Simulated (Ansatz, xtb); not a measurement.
**Isomers of AlBClH5Si in order of energy**

3 gas-phase structures of AlBClH5Si, found in a search over its isomers (lower ones may exist). Each was relaxed with GFN2-xTB:

A. a singlet given by its coordinates
B. `B[SiH2][AlH][Cl]`, a singlet
C. a singlet given by its coordinates

C (Å):

```yaml
atoms:
  - { symbol: Al, position_ang: [0.3219, 1.2728, -2.9948] }
  - { symbol: B, position_ang: [0.5879, -0.2244, -1.6576] }
  - { symbol: Cl, position_ang: [0.0314, 2.7631, -4.3479] }
  - { symbol: Si, position_ang: [-0.7682, -1.5653, -2.2174] }
  - { symbol: H, position_ang: [-2.1679, -1.0610, -2.2208] }
  - { symbol: H, position_ang: [-0.6177, -2.0485, -3.6161] }
  - { symbol: H, position_ang: [-0.8611, -2.8150, -1.4351] }
  - { symbol: H, position_ang: [1.7273, -0.5500, -1.8111] }
  - { symbol: H, position_ang: [0.3907, 0.2946, -0.5993] }
```

Close contacts (Å): Al1–B2 2.02, Al1–Cl3 2.03, B2–Si4 1.99, B2–H8 1.19, B2–H9 1.20, Si4–H5 1.49, Si4–H6 1.49, Si4–H7 1.48.

A (Å):

```yaml
atoms:
  - { symbol: Al, position_ang: [-2.2535, -0.4008, -2.4606] }
  - { symbol: B, position_ang: [-0.8131, 1.0669, -1.9450] }
  - { symbol: Cl, position_ang: [-3.1154, -1.7250, -1.1625] }
  - { symbol: Si, position_ang: [-2.2951, 2.0846, -1.3176] }
  - { symbol: H, position_ang: [-0.2798, 1.4286, -2.9385] }
  - { symbol: H, position_ang: [-2.7149, -0.8134, -3.9068] }
  - { symbol: H, position_ang: [-0.1663, 0.5088, -1.1161] }
  - { symbol: H, position_ang: [-3.0934, 3.1071, -2.0331] }
  - { symbol: H, position_ang: [-3.0195, 2.0569, -0.0265] }
```

Close contacts (Å): Al1–B2 2.12, Al1–Cl3 2.04, Al1–Si4 2.74, B2–Si4 1.90, Al1–H6 1.57, B2–H5 1.18, B2–H7 1.19, Si4–H8 1.48, Si4–H9 1.48.

Estimate their order in r2SCAN-D4/def2-SVP energy at these geometries, lowest first.

Calculated order at r2SCAN-D4/def2-SVP: C (0.000), A (0.398), B (0.625) eV.

Energies above the lowest of each column, in eV:

```csv
structure,GFN2-xTB,HF/STO-3G,r2SCAN-D4/def2-SVP
C,0.221,0.000,0.000
A,0.000,1.011,0.398
B,0.567,0.030,0.625
```

r2SCAN-D4/def2-SVP puts C lowest; GFN2-xTB picks A. Some further structures that were screened fall inside this span and aren't listed. Flexible structures stand in one conformer each, not always the lowest. Frequencies (B3LYP-D3(BJ)/6-311G**) were run for C alone.

Programs: Ansatz 0.2.0, xtb 6.7.1 (Pople sets with spherical d functions).
